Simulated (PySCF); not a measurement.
C3H12B2N2.
SMILES with atom numbers: `[CH2:1]=[CH:2][B@H-:3]1[NH2+:4][B@@H-:5]([CH3:6])[NH2+:7]1`

Structure used (GFN2-xTB), in Å, numbered top down from 1:
```
atom  x, y, z in Å
C1    -2.6366   -0.6446   -0.1165
C2    -1.7493   -0.1103   -0.9410
B3    -0.6082    0.9413   -0.5751
N4    -0.0966    0.8278    0.9179
B5     1.3633    0.5490    0.3556
C6     1.9380   -0.8774    0.8454
N7     0.8117    0.4923   -1.1362
H8    -2.6636   -0.3988    0.9356
H9    -3.3967   -1.3420   -0.4371
H10   -1.8169   -0.4042   -1.9861
H11   -0.8588    2.0641   -0.8762
H12   -0.4930    0.0368    1.4108
H13   -0.2103    1.6498    1.4954
H14    2.0805    1.4813    0.5189
H15    1.2391   -1.6924    0.6561
H16    2.1513   -0.8801    1.9129
H17    2.8701   -1.1314    0.3438
H18    0.8174   -0.4392   -1.5337
H19    1.2488    1.1197   -1.7978
```

NICS = −σ at a ghost point: NICS(0) at the centroid of the ring atoms, NICS(1) 1 Å to either side along the normal of their mean plane, zz for the tensor component along that normal. Level: GIAO PBE0/pcSseg-1 (PySCF, non-relativistic, gas phase) on the GFN2-xTB geometry, one conformer.

Ring bond lengths (Å), with Mayer bond orders in brackets: B3–N4 1.582 (0.72), N4–B5 1.589 (0.71), B5–N7 1.592 (0.70), N7–B3 1.591 (0.70).

Problem. Give the NICS values of each ring in ppm.

Solution. 
| ring | type | NICS(0) | NICS(1), two faces | NICS(1)zz, two faces | rms pucker (Å) | centre to ring atoms, mean (Å) |
| --- | --- | --- | --- | --- | --- | --- |
| B3–N4–B5–N7 | 4-membered ring with 2 B and 2 N; formal bonds all single | -5.5 | -1.4 / -0.5 | 3.0 / 0.8 | 0.04 | 1.12 |

Problem. What can be read from them?

Solution. 
- B3–N4–B5–N7: mean NICS(1)zz 1.9 ppm, near zero. B3, N4, B5, N7 have four or more neighbours; no verdict on aromaticity is drawn.

Problem. What field does 7.05 T along the ring normal induce along that normal at the first NICS(1) probe listed for ring B3–N4–B5–N7, 1 Å off the ring?

Solution. NICSzz × B0 = 3.0 ppm × 7.05 T = 21 μT, along the applied field.

Problem. List the ring angles and the Hirshfeld charges of the ring atoms.

Solution. 
- B3–N4–B5–N7: B3 91.4° (+0.072 e), N4 88.6° (-0.132 e), B5 91.1° (+0.079 e), N7 88.2° (-0.134 e); sum 359.3° against 360° for a flat convex ring.

Problem. How shielded are the nuclei of the rings and their hydrogens (means over atoms taken as equivalent)?

Solution. 
```tsv
atoms	environment	σ isotropic (ppm)	principal values of the symmetric part, first atom (ppm)
B3	four-coordinate boron	114.1	102.2, 115.0, 125.0
N4 (×2)	nitrogen bonded to 2 B and 2 H	226.5	200.7, 227.4, 253.7
B5	four-coordinate boron	112.5	99.2, 115.0, 123.2
H11	B–H hydrogen	28.05	26.0, 27.3, 30.8
H12 (×2)	N–H hydrogen	30.61	26.3, 27.2, 37.8
H13 (×2)	N–H hydrogen	29.59	23.1, 25.5, 40.1
H14	B–H hydrogen	28.29	26.8, 27.4, 30.7
```

Time: 32 s wall (grids of density and orbitals included); peak memory 0.74 GiB. Hardware: an Arm Neoverse V1 with one thread, shared host with 32 logical CPUs at a one-minute load of 10. This is the whole shielding run at PBE0/pcSseg-1, SCF included.
